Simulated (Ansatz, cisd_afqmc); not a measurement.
System: C2H4Cl2, charge 0, singlet. C2H4Cl2 (1,1-dichloroethane, SMILES CC(Cl)Cl).
B3LYP-D3(BJ)/def2-TZVP minimum from Ansatz (a first-principles code):
```xyz
8

C     -1.6126    -0.5750     0.3089
C     -0.1806    -0.1399     0.4961
Cl     0.9362    -1.1934    -0.4372
Cl     0.0348     1.5780     0.0161
H     -1.9006    -0.4974    -0.7382
H     -1.7249    -1.6101     0.6326
H     -2.2680     0.0597     0.9058
H      0.1470    -0.2021     1.5277
```

Total energies in cc-pV(T+d)Z, 26 correlated electrons, 12 frozen orbitals. Radicals and triplets start from unrestricted determinants; spin-orbit coupling is neglected. Cores are frozen in correlated methods. No relativity. The Monte Carlo rows (phaseless AFQMC, CISD trial, step 0.005/hartree) carry one-sigma bars that omit the constraint's bias. Outlying blocks are dropped, and bars are widened where a walk drifts. Over all cases where full CI ran beside it in this data, AFQMC minus full CI had a median of +0.1 mEh and passed +0.4 mEh in a tenth of the cases.

```csv
method,program,energy (Eh),minus AFQMC/CISD (mEh)
HF,Ansatz,-997.13225,814.1 ± 0.4
MP2,Ansatz,-997.86270,83.7 ± 0.4
CCSD,Ansatz,-997.91149,34.9 ± 0.4
CCSD(T),Ansatz,-997.94522,1.2 ± 0.4
AFQMC/CISD,cisd_afqmc,-997.9464 ± 0.0004,0.0
```
